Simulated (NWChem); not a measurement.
System: C$_{2}$H$_{4}$FNOSi; SMILES N#CO[SiH2]CF

```xyz
10

N     -0.9269    -2.6353     0.4971
C     -0.2874    -1.8399    -0.0587
O      0.4142    -0.9749    -0.6861
Si     1.0330     0.4819    -0.0084
C     -0.4030     1.5464     0.5926
F     -1.1496     1.9861    -0.4750
H      1.9156     0.1121     1.1318
H      1.7617     1.0967    -1.1401
H     -1.0473     0.9757     1.2866
H     -0.0124     2.4143     1.1569
```
Atoms are numbered in this order, from 1.

All runs: NWChem. All runs use the structure optimised with PBE0/def2-SVP. B3LYP is NWChem's, with the RPA form of VWN correlation. Atomic charges in e: unrestrained fits to the electrostatic potential beside Mulliken populations; buried atoms are poorly determined by the fit.

Problem. Estimate the computed values for B3LYP/def2-SVP. Quantities: ESP N1; Mulliken N1; ESP C2; Mulliken C2; ESP O3; Mulliken O3; ESP Si4; Mulliken Si4; ESP C5; Mulliken C5; relative RMS misfit of the potential (%).

Solution. 
```yaml
ESP N1: -0.54
Mulliken N1: -0.02
ESP C2: 0.54
Mulliken C2: -0.03
ESP O3: -0.34
Mulliken O3: -0.37
ESP Si4: 0.57
Mulliken Si4: 0.64
ESP C5: 0.20
Mulliken C5: 0.07
relative RMS misfit of the potential (%): 17
```
